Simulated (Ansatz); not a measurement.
Mulliken charges of C3H4BF, SMILES `FC1=CCB1` from ωB97M-V/def2-TZVPP in Ansatz (PBE0-D4/def2-TZVP geometry).

| atom | x (Å) | y (Å) | z (Å) | charge (e) |
| --- | --- | --- | --- | --- |
| F1 | 1.333 | 0.614 | 2.013 | -0.184 |
| C2 | 0.546 | 0.179 | 1.052 | 0.271 |
| C3 | 0.840 | -0.080 | -0.247 | -0.118 |
| C4 | -0.483 | -0.604 | -0.738 | -0.254 |
| B5 | -0.832 | 0.359 | 0.482 | -0.141 |
| H6 | 1.707 | 0.216 | -0.836 | 0.119 |
| H7 | -0.781 | -0.299 | -1.742 | 0.104 |
| H8 | -0.616 | -1.673 | -0.595 | 0.118 |
| H9 | -1.625 | 1.240 | 0.595 | 0.084 |

Q: By hand: the dipole of these point charges (1 e Å = 4.8032 D).

A: Σ q r = (-0.044, -0.051, -0.238) e Å, of length 0.247 e Å = 1.19 D.

Q: How does the dipole of the full density compare? (Estimate.)

A: The calculation gave: (0.056, -0.074, -0.294) e Å, 1.48 D; the point charges give 0.80 times that, at 21° from its direction.

Point charges leave out the atoms' own dipoles, such as those of lone pairs, and Mulliken's split depends on the basis, so the two needn't agree.
